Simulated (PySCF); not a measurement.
(SiH3)2PPF2, F2H6P2Si2.
Atom-mapped SMILES: `[F:1][P:2]([F:3])[P:4]([SiH3:5])[SiH3:6]` (hydrogens: H7, H8, H9 on Si5; H10, H11, H12 on Si6)

Method: PySCF 2.14.0, PBE0-D3(BJ)/def2-SVP geometry optimisation, gas phase; density fitting, grid level 1; the optimiser is geomeTRIC in internal coordinates, started from a GFN2-xTB structure with every atom displaced at random (about 0.01 Å).

Step 12: E = -39832.0404 eV
```
atom  x, y, z in Å  |  force x, y, z in eV/Å
F1     -0.4805    3.2468   -0.3308   -0.055   0.161   0.012
P2     -0.0620    1.8487   -1.0033   -0.045  -0.161   0.044
F3      1.5239    2.1329   -1.1450    0.049  -0.023   0.024
P4      0.0276    0.6502    0.8946    0.004  -0.040  -0.035
Si5     1.5678   -0.8313    0.1293    0.000   0.057  -0.048
Si6    -1.7604   -0.6733    0.4401   -0.011  -0.013  -0.059
H7      1.4895   -0.9854   -1.3560    0.011  -0.002  -0.013
H8      1.2787   -2.1501    0.7643   -0.003  -0.001   0.034
H9      2.9206   -0.3506    0.5191    0.027  -0.010  -0.004
H10    -1.6666   -1.8544    1.3457    0.003   0.007   0.025
H11    -1.7796   -1.1405   -0.9817    0.013  -0.006   0.008
H12    -3.0190    0.0781    0.7154    0.007   0.032   0.013
```

Step 13: E = -39832.0433 eV
```
atom  x, y, z in Å  |  force x, y, z in eV/Å
F1     -0.4943    3.2464   -0.2994   -0.036   0.103   0.002
P2     -0.0696    1.8543   -0.9843   -0.054  -0.113   0.041
F3      1.5138    2.1481   -1.1324    0.050  -0.024   0.023
P4      0.0354    0.6384    0.9001    0.004  -0.026  -0.034
Si5     1.5726   -0.8389    0.1206    0.008   0.058  -0.032
Si6    -1.7585   -0.6718    0.4330   -0.005  -0.019  -0.043
H7      1.4669   -1.0184   -1.3600    0.009   0.005  -0.015
H8      1.3073   -2.1491    0.7842   -0.007   0.004   0.026
H9      2.9294   -0.3420    0.4772    0.017  -0.012  -0.007
H10    -1.7036   -1.8313    1.3693    0.001   0.007   0.020
H11    -1.7500   -1.1726   -0.9773    0.007  -0.006   0.008
H12    -3.0095    0.1080    0.6609    0.006   0.024   0.010
```

Step 14: E = -39832.0479 eV
```
atom  x, y, z in Å  |  force x, y, z in eV/Å
F1     -0.4594    3.2623   -0.2328    0.051  -0.099  -0.047
P2     -0.1146    1.8452   -0.9260   -0.046   0.084   0.032
F3      1.4749    2.0714   -1.1403    0.009   0.033  -0.004
P4      0.0352    0.6061    0.9305   -0.017   0.001  -0.007
Si5     1.5896   -0.8227    0.0974    0.021   0.010   0.002
Si6    -1.7651   -0.6805    0.4265    0.018  -0.019   0.025
H7      1.4562   -0.9997   -1.3818   -0.002   0.003   0.009
H8      1.3659   -2.1385    0.7683   -0.006   0.011   0.000
H9      2.9451   -0.3031    0.4297   -0.008  -0.008  -0.009
H10    -1.8132   -1.7799    1.4331   -0.006   0.001   0.000
H11    -1.6891   -1.2611   -0.9498   -0.009  -0.008   0.004
H12    -2.9855    0.1717    0.5370   -0.003  -0.008  -0.004
```

Task: Estimate the geometry and energy of step 15. (The exact step hangs on the optimiser's Hessian estimate; all steps are aligned on step 14, rigid shifts and turns removed.)

Result: E = -39832.0485 eV, largest force 0.070 eV/Å
```
atom  x, y, z in Å  |  force x, y, z in eV/Å
F1     -0.4012    3.2902   -0.1701    0.016  -0.059  -0.035
P2     -0.1417    1.8730   -0.8964   -0.018   0.060   0.029
F3      1.4441    2.0517   -1.1749    0.022   0.006  -0.011
P4      0.0317    0.6016    0.9372   -0.024  -0.002  -0.016
Si5     1.5871   -0.8159    0.0884    0.016   0.009   0.005
Si6    -1.7603   -0.6933    0.4218    0.010  -0.009   0.029
H7      1.4393   -1.0016   -1.3875   -0.003   0.004   0.005
H8      1.3705   -2.1287    0.7679   -0.004   0.007   0.000
H9      2.9447   -0.2941    0.4072   -0.005  -0.004  -0.007
H10    -1.8528   -1.7499    1.4700   -0.005  -0.002  -0.002
H11    -1.6439   -1.3325   -0.9255   -0.004  -0.004   0.001
H12    -2.9775    0.1705    0.4538   -0.001  -0.007   0.000
```

The energy changes by -0.0006 eV. The first-order estimate −F·Δx gives -0.0023 eV and the mean of the old and new forces, exact on a quadratic surface, -0.0012 eV. The step makes an angle of 86° with the force vector and moves no atom by more than 0.090 Å.

The cost below is that of the whole optimisation. On one thread, Arm Neoverse V2 (aarch64), on a shared host, this took 2.4 min and 0.56 GiB of memory at its peak.
